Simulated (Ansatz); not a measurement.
B(NH2tBu)Cl3 (C₄H₁₁BCl₃N). Charge 0, multiplicity 3. Geometry PBE-D4/def2-SVP, that of the neutral singlet; atoms count from 1.

```tsv
atom	x (Å)	y (Å)	z (Å)
B1	-1.044	2.077	0.272
N2	0.125	1.035	-0.239
C3	0.226	-0.481	-0.055
C4	1.551	-0.888	-0.723
C5	0.260	-0.823	1.438
C6	-0.950	-1.170	-0.753
H7	0.183	1.235	-1.253
H8	0.988	1.457	0.147
H9	1.557	-0.637	-1.804
H10	1.699	-1.981	-0.633
H11	2.420	-0.392	-0.242
H12	1.076	-0.286	1.963
H13	-0.690	-0.562	1.937
H14	0.439	-1.911	1.549
H15	-1.913	-0.914	-0.278
H16	-1.013	-0.886	-1.823
H17	-0.802	-2.267	-0.700
Cl18	-0.379	3.680	-0.405
Cl19	-1.087	2.085	2.108
Cl20	-2.647	1.629	-0.504
```

At PBE0-D4/def2-TZVP a singlet of charge 0 lies 7.18 eV below the triplet at the same geometry.

Question: Estimate the Mulliken populations from the PBE0/def2-TZVP orbitals of Ansatz.

Answer: 
| atom | charge (e) | spin (α − β) |
| --- | --- | --- |
| B1 | -0.19 | 0.30 |
| N2 | 0.12 | -0.26 |
| C3 | 0.04 | 0.01 |
| C4 | -0.24 | -0.13 |
| C5 | -0.24 | -0.12 |
| C6 | -0.24 | -0.12 |
| H7 | -0.05 | 0.37 |
| H8 | -0.05 | 0.36 |
| H9 | 0.05 | 0.10 |
| H10 | 0.10 | 0.03 |
| H11 | 0.05 | 0.10 |
| H12 | 0.08 | 0.07 |
| H13 | 0.10 | 0.02 |
| H14 | 0.10 | 0.03 |
| H15 | 0.11 | 0.02 |
| H16 | 0.07 | 0.08 |
| H17 | 0.10 | 0.03 |
| Cl18 | 0.08 | 0.54 |
| Cl19 | 0.00 | 0.29 |
| Cl20 | -0.01 | 0.29 |
Mulliken values and Mayer orders depend strongly on the basis.

Question: Where does the spin sit?

Answer: Summed by element: B 0.30, N -0.26, C -0.38, H 1.22, Cl 1.11, of 2 unpaired in all. Largest on single atoms: Cl18 0.54, H7 0.37, H8 0.36.

Question: And the Mayer bond orders between bonded heavy atoms (over 0.3)?

Answer: B1–N2 0.68 (1.65 Å); B1–Cl18 0.97 (1.86 Å); B1–Cl19 1.08 (1.84 Å); B1–Cl20 1.08 (1.84 Å); N2–C3 0.86 (1.53 Å); C3–C4 1.04 (1.54 Å); C3–C5 1.03 (1.53 Å); C3–C6 1.03 (1.53 Å).
